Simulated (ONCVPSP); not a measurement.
Configuration tests for titanium (Ti) (ONCV)

titanium, optimised norm-conserving Vanderbilt (ONCV), made with ONCVPSP 4.0.1 (PW91, scalar-relativistic). Core [Ne], reference 3s2 3p6 3d2 4s1 4p1. Waves: 3s+4s: rc 2.00 bohr, ncon 4, nbas 8, qcut 7.7 1/bohr, 2 projectors; 3p+4p: rc 1.80 bohr, ncon 4, nbas 7, qcut 6.6 1/bohr, 3 projectors, debl 2 Ha; 3d: rc 2.60 bohr, ncon 4, nbas 9, qcut 6.9 1/bohr, 2 projectors, debl 3.4 Ha. Local part: polynomial inside 1.35 bohr (lpopt 5, dvloc0 3 Ha). Core correction: polynomial model core, fcfact 0.2.

Energies are relative to the spin-unpolarised reference configuration 3s2 3p6 3d2 4s1 4p1; without spin polarisation the order of configurations can differ from experiment.

```csv
valence configuration,charge,ΔE all-electron (eV),error AE − PS (meV)
3s2 3p6 3d2 4s2 4p0,0,-3.090,-0.2
3s2 3p6 3d2 4s1 4p0,+1,4.303,0.0
3s2 3p6 3d2 4s0 4p0,+2,17.895,-7.5
```

**Question.** What are ΔE and the potential's error for 3s2 3p6 3d1 4s2 4p0?

**Answer.** ΔE = 6.731 eV all-electron; the error (AE − PS) is +249 meV.

Levels in the configuration 3s2 3p6 3d2 4s0 4p0:

```
level  all-electron (eV)  pseudo (eV)
   3s            -78.596      -78.744
   3p            -54.844      -54.946
   3d            -19.764      -19.833
```
